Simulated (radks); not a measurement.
Valence configurations of La II (all share [Xe]). Method: scalar-relativistic Kohn-Sham, r2SCAN, spin-polarised, spherical densities, finite nucleus; open shells are filled with parallel spins first (spin-orbit coupling, left out, can overturn this in heavy ions); meta-GGA in the generalised Kohn-Sham scheme; Fermi nuclear charge, rms radius 4.855 fm; computed with a radial shooting solver on a logarithmic mesh with Libxc functionals. Energies are relative to 5d2; eigenvalues in eV for spin up.

| valence | E (eV) | moment (Bohr magnetons) | e(4f) | e(5d) | e(6p) | e(6s) |
|---|---|---|---|---|---|---|
| 5d1 6s1 | -0.007 | 2 | - | -8.825 | - | -8.900 |
| 5d2 | 0.000 | 2 | - | -7.497 | - | - |
| 4f0.5 5d1.5 | 0.377 | 2 | -5.265 | -6.839 | - | - |
| 4f1 5d1 | 1.475 | 2 | -3.457 | -6.270 | - | - |
| 5d1.5 6p0.5 | 1.496 | 2 | - | -8.546 | -5.435 | - |
| 4f0.5 5d0.5 6p1 | 2.902 | 2 | -8.259 | -8.726 | -6.038 | - |
| 5d1 6p1 | 3.106 | 2 | - | -9.513 | -6.192 | - |
| 6p2 | 6.692 | 2 | - | - | -7.419 | - |

NIST lists [Xe] 5d2 as the ground configuration; this level of theory puts 5d1 6s1 lower, by 0.007 eV. The energies are those of spherical high-spin densities, not of single terms.
